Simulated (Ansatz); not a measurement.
Calculated with Ansatz (gas phase, PBE0-D4/def2-TZVP geometries, no zero-point term in ΔE). CCSD(T)/CBS adds triple-zeta CCSD(T) − MP2 to the extrapolated MP2 energy (def2 sets, frozen cores). This one scheme is used for every species. DFT in def2-TZVPP. B3LYP here is the variant with VWN-RPA as its local correlation; programs differ in this. For Br outer-core shells are correlated without core-valence functions, which leaves a few kJ/mol of doubt a bond. Scalar relativity is left out up to krypton. One conformer a species, not always the lowest.

`CCCBr` + `F[Si](S)(Cl)Cl` → `CS[Si](F)(Cl)Cl` + `CCBr`  (substitution at a C–C bond)

(1) Is it downhill or uphill in electronic energy at CCSD(T)/CBS, and by how much? (Estimate.)

(2) What do these levels give: PBE0-D4, B3LYP-D4, PBE, B3LYP, SCS-MP2/def2-TZVPP, CCSD(T)/def2-TZVPP, HF/def2-QZVPP, MP2/def2-QZVPP, SCS-MP2/def2-QZVPP, HF/CBS(def2), MP2/CBS(def2), CCSD/CBS(def2)? (An estimate is asked.)

Largest T1 diagnostic among the species: 0.010.

Answers

(1) The calculation gave: Uphill: ΔE = +9.1 kJ/mol.

(2) Ansatz gave: PBE0-D4 6.2, B3LYP-D4 4.2, PBE 5.0, B3LYP 5.9, SCS-MP2/def2-TZVPP 9.7, CCSD(T)/def2-TZVPP 11.5, HF/def2-QZVPP 9.0, MP2/def2-QZVPP 8.7, SCS-MP2/def2-QZVPP 8.3, HF/CBS(def2) 9.0, MP2/CBS(def2) 7.7, CCSD/CBS(def2) 10.2 kJ/mol.
